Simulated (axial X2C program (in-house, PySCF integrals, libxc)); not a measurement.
# Density and ELF of LiBa⁻

All values were computed with an in-house relativistic program for diatomic molecules. Two-component (2c) means X2C with spin–orbit coupling and atomic mean-field two-electron Coulomb and Gaunt terms. Basis: Ba dyall-av3z [15s15p10d4f], Li dyall-av3z [9s9p3d] (cores contracted in-house); Gaussian nuclei, density fitting, unrestricted open shells. Masses: Ba 137.905 u, Li 7.016 u.

PBE0, 2c, state Ω = 0 (closed shell); Ba at z = 0, Li at z = 3.987 Å.

The maps cover the half plane through the axis: z from -2.4 to 6.3 Å along the bond, ρ from 0.15 to 2.25 Å away from it (steps of 0.3 Å, the bottom row nearest the axis).

log10 of the density in e/bohr³:

digits 0 to 9 span -3.43 to 1.83 evenly
```
011111111111100011111111000000
011111122111111111111111110000
111112222221111111111111111000
111122333332211111221111111100
111223444443222222222221111110
111234455544322222222222111110
112234567654322222223443211110
112345689865432222235764211110
```

Electron localisation function (collinear form, no current term, damped to 0 at low density):

digits 0 to 9 span 0.00 to 1.00 evenly
```
888886543221111246789999887642
888643211100012478999999998864
875311111100013689999999999986
752101244421003799999889999997
631013677763103799972002799998
510037754576212799810000079999
310167436347512799302990029999
300277277727622799109998008999
```

One determinant describes the state; a PBE0 search over occupations chose it and may have missed a lower one. Other states lie close and PBE0, whose exact exchange favours high spin, may order them wrongly; the determinant shown need not be the ground state. The nearest other 2c determinant of the search, Ω = 1, lies 0.48 eV up at the distance of the search. The highest occupied level of some functionals is positive through self-interaction error; at Hartree–Fock it is bound.
